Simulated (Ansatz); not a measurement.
In₉Sb₉H₂₄, a nanocrystal cut from wurtzite InSb (hydrogen-capped), relaxed as a singlet with RKS PBE-D4/def2-SVP in Ansatz, starting from a model built from a lattice or polyhedron. Force threshold 0.03 eV/Å.

In the def2 sets In, Sb take a core potential; there is no spin–orbit coupling. Single mean-field runs in def2-SVP are fitted with def2-universal-jkfit.

Start:

Cartesian coordinates in Å:
```
In 2.787 0.150 4.692
Sb 3.653 -2.197 3.416
Sb 0.907 1.453 3.073
In 2.063 2.072 0.607
In 2.326 -2.467 0.982
Sb 2.904 -0.278 -0.648
Sb 0.183 3.384 -1.009
In 1.327 4.002 -3.507
In 1.631 -0.534 -3.106
Sb 2.183 1.651 -4.752
In -1.313 -0.253 2.714
Sb -0.476 -2.619 1.424
Sb -3.169 1.056 1.083
In -2.024 1.693 -1.388
In -1.768 -2.872 -1.024
Sb -1.187 -0.664 -2.667
In -5.407 -0.638 0.659
Sb -4.546 -2.975 -0.606
H 4.168 1.181 4.962
H 2.089 -0.236 6.253
H 5.335 -2.119 3.172
H 3.289 -3.539 4.434
H 0.368 2.918 3.863
H 3.415 3.135 0.847
H 2.847 -3.936 0.183
H 4.596 -0.193 -0.903
H -0.339 4.814 -0.233
H 2.705 5.066 -3.206
H 0.139 4.816 -4.482
H 2.109 -2.018 -3.902
H 3.864 1.718 -5.012
H 1.349 1.515 -6.250
H -2.022 -0.610 4.228
H -0.808 -3.962 2.428
H -3.709 2.492 1.826
H -3.208 2.507 -2.387
H -1.273 -4.339 -1.800
H -1.993 -0.850 -4.179
H -6.116 -1.013 2.208
H -6.560 0.158 -0.324
H -4.924 -4.324 0.452
H -5.394 -3.143 -2.120
```

(1) Estimate the energy that the relaxation releases and the steps that it takes.

(2) Does the start keep its bonding and symmetry?

(3) Predict the relaxed structure.

Answers

(1) 211.9 kJ/mol, in 8 steps; 54 s on 5 threads of AMD EPYC 7R13 on a shared host and a share (37 GiB) of an NVIDIA H100 80GB HBM3. The force fell under the threshold at step 6, but the optimiser went on and released 0.004 eV more. No frequencies were taken in this run, so the end may be a saddle point.

(2) By distances, no bond broke or formed. The bond that changes most is In17–Sb18, from 2.79 to 2.96 Å (atoms count from 1). Point group Cs at the start, C3v at the end, both within 0.05 Å.

(3) 
```csv
atom,x (Å),y (Å),z (Å)
In1,2.8280,0.4342,5.0688
Sb2,3.4856,-1.9535,3.4556
Sb3,0.9722,1.3131,3.0414
In4,2.2068,2.1341,0.6105
In5,2.4380,-2.7342,0.8912
Sb6,2.7907,-0.3779,-0.6801
Sb7,0.2285,3.2641,-1.0978
In8,1.2918,4.4715,-3.4932
In9,1.6869,-0.7667,-3.2833
Sb10,2.0497,1.8056,-4.5212
In11,-1.3501,-0.3180,2.8050
Sb12,-0.3847,-2.5690,1.2814
Sb13,-3.1741,0.9179,1.0017
In14,-2.1265,1.7204,-1.5217
In15,-1.7423,-3.1347,-1.1642
Sb16,-1.0803,-0.7482,-2.5830
In17,-5.7450,-0.3842,0.8500
Sb18,-4.5046,-2.7190,-0.4713
H19,4.2731,1.3943,5.0095
H20,1.9622,-0.2045,6.4314
H21,5.1896,-2.0885,3.2598
H22,3.3364,-3.3769,4.4108
H23,0.3110,2.7947,3.6241
H24,3.6529,3.0919,0.8019
H25,3.0749,-4.2260,0.2547
H26,4.4875,-0.3435,-0.9694
H27,-0.3675,4.5684,-0.1415
H28,2.8117,5.2372,-3.1498
H29,-0.0046,4.9714,-4.5339
H30,2.2709,-2.1246,-4.2055
H31,3.7020,1.8003,-5.0007
H32,1.4366,1.5845,-6.1136
H33,-2.0447,-0.8386,4.3189
H34,-0.7324,-3.9447,2.2563
H35,-3.4625,2.4347,1.7679
H36,-3.2890,2.4292,-2.6133
H37,-1.3938,-4.6536,-1.9433
H38,-1.8746,-0.9514,-4.0969
H39,-6.2041,-0.9806,2.4144
H40,-6.7074,0.3432,-0.3983
H41,-4.9456,-4.1683,0.3447
H42,-5.3529,-3.1040,-1.9179
```
Bond lengths (bridged metal pairs left out): 24 × In–Sb 2.85 to 2.96 Å; 12 × H–In 1.74 to 1.75 Å; 12 × H–Sb 1.72 Å.
